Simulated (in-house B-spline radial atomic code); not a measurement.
The numbers below are computed, except where a source is named.
Softness against transferability: the 4s channel of Cr

Cr, [Ar] 3d5 4s1, non-relativistic LDA (VWN5), spherical and spin-unpolarised, from a B-spline radial code for spherical atoms (atomic units). The all-electron 4s level is ε = -0.150445 hartree, its outermost node lies just inside 1.15 bohr and its outer maximum at 2.75 bohr.

Troullier-Martins pseudo-orbitals are made for several radii. The cutoffs (hartree) are the plane-wave energies beyond which the orbital holds less than the named kinetic energy per electron. The phase error is the difference, pseudo minus all-electron, of arctan(R P'/P) at R = 3.9 bohr for all radii, half a hartree below and above the level.

```tsv
r_c (bohr)	V_l(0) (hartree)	cutoff for 10 mEh	for 1 mEh	for 0.1 mEh	phase error at ε − 0.5 (mrad)	at ε + 0.5 (mrad)
2.06	-0.20	1.77	7.37	16.8	-0.3	-13.7
2.39	1.33	1.84	3.48	8.65	-0.3	-8.6
2.75	1.02	1.69	3.28	8.16	-0.3	-11.3
3.1	0.53	1.41	2.78	6.92	-0.6	-23.0
3.46	0.20	1.04	2.33	5.64	-1.4	-48.9
3.6	0.11	0.769	2.16	5.25	-1.9	-63.9
```

(1) Which radius needs the lowest cutoff for 0.1 mEh while both phase errors stay within 23.1 mrad?

(2) What does the larger radius buy, and what does it cost?

## Answers

(1) The radii within that limit are 2.06, 2.39, 2.75, 3.1 bohr; of these r_c = 3.1 needs the least, 6.92 hartree, that is 13.8 Ry or 188 eV.

(2) From r_c = 2.06 to 3.6 bohr the cutoff for 1 mEh goes from 7.37 to 2.16 hartree, a factor of 3.41, against 3.05 for a pure 1/r_c² scaling, end to end; step by step it is 7.37, 3.48, 3.28, 2.78, 2.33, 2.16, and for 0.1 mEh 16.8, 8.65, 8.16, 6.92, 5.64, 5.25; the number of plane waves goes as the cutoff to the power 3/2, here a factor of 6.3. The larger of the two phase errors is least at r_c = 2.39 bohr, 8.6 mrad; it is 13.7 at the smallest radius and 63.9 at the largest. These errors test the reference atom alone. The smallest radius lies well inside the outer maximum, where the nodeless form must bend sharply to keep the norm, so it is both harder and scatters less well than the next. Large radii also let the cores of neighbours overlap, which an atom doesn't show.
